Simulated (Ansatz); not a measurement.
One change: `C[SiH2]C=N` becomes `N=C[SiH2]CBr`.

Ansatz, PBE0-D4/def2-TZVP geometries, multiplicity 1. Each molecule was computed in one conformer, which needn't be the lowest.

Scalar relativity is left out up to krypton.

| property | `C[SiH2]C=N` |
| --- | --- |
| HOMO–LUMO gap (PBE0/def2-TZVPP) / eV | 6.24 |
| HOMO energy (B3LYP/def2-TZVPP) / eV | -6.92 |
| LUMO energy (ωB97M-V/def2-TZVPP) / eV | 1.26 |
| size of the dipole moment (B3LYP/def2-TZVPP) / D | 2.36 |
| HOMO–LUMO gap (PBE/def2-TZVPP) / eV | 3.72 |
| HOMO energy (PBE0/def2-TZVPP) / eV | -7.13 |

(1) Give the same properties after the change, and the shifts. (An estimate is asked.)

## Answers

(1) Computed: 
```
                                        property  `N=C[SiH2]CBr`  shift
            HOMO–LUMO gap (PBE0/def2-TZVPP) / eV            6.39   0.15
             HOMO energy (B3LYP/def2-TZVPP) / eV           -7.30  -0.38
           LUMO energy (ωB97M-V/def2-TZVPP) / eV            1.06  -0.20
size of the dipole moment (B3LYP/def2-TZVPP) / D            2.09  -0.27
             HOMO–LUMO gap (PBE/def2-TZVPP) / eV            3.88   0.16
              HOMO energy (PBE0/def2-TZVPP) / eV           -7.52  -0.39
```

With PBE0 the HOMO falls by 0.39 eV and the LUMO falls by 0.22 eV, so the gap widens by about 0.17 eV. PBE moves the HOMO by -0.38 eV and ωB97M-V by -0.35 eV. Dipoles are sizes alone; their direction can turn.

B3LYP here is the variant with VWN-RPA as its local correlation; programs differ in this.

Spin–orbit coupling is left out; it splits and shifts lone-pair levels of the heavy atoms by tenths of an eV.
